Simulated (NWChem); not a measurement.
Molecule: C$_{3}$H$_{2}$O$_{3}$; SMILES C1(=O)OC(O1)=C

Question: Give the equilibrium geometry at PBE0/def2-SVP (NWChem) as a Z-matrix, with the point group.

Answer: point group C2v; any orientation.
```
C
C 1 1.3174
O 1 1.3759 2 133.16
C 3 1.3740 1 86.23 2 180.00
O 4 1.1709 3 133.07 1 180.00
O 4 1.3740 5 133.07 3 180.00
H 2 1.0888 1 119.68 3 180.00
H 2 1.0888 7 120.64 1 180.00
```
